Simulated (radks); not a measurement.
Results of a calculation; reference values are marked as such.
Valence configurations of neutral iridium (all share [Xe]). Level of theory: Dirac Kohn-Sham, BLYP, spin-unpolarised, spherical densities, point nucleus; open shells are shared between the two j in proportion to 2j + 1 (a radial shooting solver on a logarithmic mesh with Libxc functionals). Energies are relative to 4f14 5d7 6s2; eigenvalues in eV.

| valence | E (eV) | e(4f5/2) | e(4f7/2) | e(5d3/2) | e(5d5/2) | e(6p1/2) |
|---|---|---|---|---|---|---|
| 4f14 5d7 6s2 | 0.000 | -63.568 | -60.448 | -7.752 | -6.528 | - |
| 4f13 5d7 6s2 6p1 | 67.628 | -79.170 | -75.939 | -12.779 | -11.306 | -2.954 |
| 4f14 5d7 6p2 | 10.857 | -67.013 | -63.893 | -10.994 | -9.723 | -3.313 |
| 4f13 5d7.5 6s2 6p0.5 | 63.217 | -76.674 | -73.444 | -10.865 | -9.445 | -2.324 |
| 4f14 5d7 6s1 6p1 | 5.223 | -65.417 | -62.297 | -9.509 | -8.261 | -2.575 |
| 4f13.5 5d7 6s2 6p0.5 | 32.012 | -71.262 | -68.087 | -10.238 | -8.889 | -2.324 |
| 4f13 5d7.5 6s1 6p1.5 | 69.001 | -78.429 | -75.199 | -12.519 | -11.078 | -3.155 |
| 4f13 5d7.5 6s1.5 6p1 | 66.057 | -77.583 | -74.353 | -11.725 | -10.295 | -2.762 |
| 4f14 5d6 6p3 | 19.478 | -71.450 | -68.329 | -14.245 | -12.871 | -4.315 |
| 4f14 5d6.5 6s2 6p0.5 | 3.180 | -65.953 | -62.833 | -9.612 | -8.334 | -2.323 |

NIST lists [Xe] 4f14 5d7 6s2 as the ground configuration; this level of theory agrees among the configurations tried. The energies are those of spherical spin-averaged densities, not of single terms.
